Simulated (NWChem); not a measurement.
Molecule: C₅H₅, doublet; SMILES [CH]1C=CC=C1

```xyz
10

C     -1.1662    -0.2233     0.0000
C     -0.5460     1.0900     0.0000
C      0.8031     0.9019     0.0000
C      1.0588    -0.5492     0.0000
C     -0.1553    -1.2131     0.0000
H     -2.2421    -0.4102     0.0000
H     -1.0784     2.0404     0.0000
H      1.5738     1.6730     0.0000
H      2.0487    -1.0088     0.0000
H     -0.3103    -2.2907     0.0000
```
Atoms are numbered in this order, from 1.

Computed with NWChem. Spin-unrestricted. In the optimisation the excess spin sits in a" (Cs, its own frame). Geometry: optimised at PBE0/def2-SVP, spin-unrestricted. No frequency run checked for a minimum. No stability test was run on the SCF state. Level: M05-2X/def2-SVP with SMD (1 M gas to 1 M solution), gas-phase geometry. Reactions with the solvent are ignored.

```csv
solvent,dielectric constant,solvation free energy (kcal/mol),cavity-dispersion-structure term (kcal/mol),dipole in solution (D)
water,78.4,-1.2,2.6,0.06
"N,N-dimethylformamide",37.2,-4.4,-0.7,0.06
methanol,32.6,-4.1,-0.4,0.06
acetone,20.5,-5.2,-1.6,0.06
dimethyl sulfoxide,46.8,-3.5,0.2,0.06
toluene,2.37,-5.0,(withheld),0.05
```

What belongs in the gaps?


- toluene, cavity-dispersion-structure term (kcal/mol): -2.9
